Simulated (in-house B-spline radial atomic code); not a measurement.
Radial electron density of Si+, [Ne] 3s2 3p1. Method: non-relativistic PBE0, spin-polarised, spherical fractional occupations, point nucleus. Calculated with an all-electron radial atomic-structure program (B-spline basis).

Caution: exact exchange at fractional occupations of open shells leaves self-interaction of up to several eV.

Columns: r (bohr), 4πr²n(r) (electrons per bohr), bar.

```
 0.00435   0.3725 #
 0.00523   0.5253 #
  0.0063   0.7397 ##
 0.00758    1.033 ###
 0.00912    1.432 ####
   0.011    1.977 ######
  0.0132    2.677 #######
  0.0159    3.602 ##########
  0.0192     4.79 #############
  0.0231    6.219 #################
  0.0277    7.868 ######################
  0.0334    9.764 ###########################
  0.0402    11.72 #################################
  0.0484    13.55 ######################################
  0.0583       15 ##########################################
  0.0701    15.76 ############################################
  0.0844    15.63 ############################################
   0.102    14.55 #########################################
   0.122    12.88 ####################################
   0.147    11.04 ###############################
   0.177    9.826 ###########################
   0.213     9.78 ###########################
   0.257    10.98 ###############################
   0.309    12.78 ####################################
   0.372    14.16 ########################################
   0.448    14.11 #######################################
   0.539    12.29 ##################################
   0.649    9.181 ##########################
   0.781     5.85 ################
    0.94    3.301 #########
    1.13    1.969 #####
    1.36    1.606 ####
    1.64    1.645 #####
    1.97    1.584 ####
    2.38    1.248 ###
    2.86   0.7854 ##
    3.44   0.3856 #
    4.14   0.1463 
    4.99  0.04176 
       6 0.008853 
    7.23 0.001267 
     8.7 0.0001172
```

On this grid the curve has 3 maxima, near 0.0701, 0.372, 1.64 bohr.

The 3s up radial function P(r) = rR(r), positive near the nucleus:

```tsv
r (bohr)	P
0.00143	0.01091
0.00207	0.01566
0.003	0.0224
0.00435	0.03186
0.0063	0.04488
0.00912	0.06239
0.0132	0.08511
0.0192	0.1133
0.0277	0.1437
0.0402	0.1712
0.0583	0.1823
0.0844	0.1572
0.122	0.07442
0.177	-0.0743
0.257	-0.2499
0.372	-0.3481
0.539	-0.2458
0.781	0.09055
1.13	0.5112
1.64	0.7572
2.38	0.6426
3.44	0.313
4.99	0.07742
7.23	0.007766
```
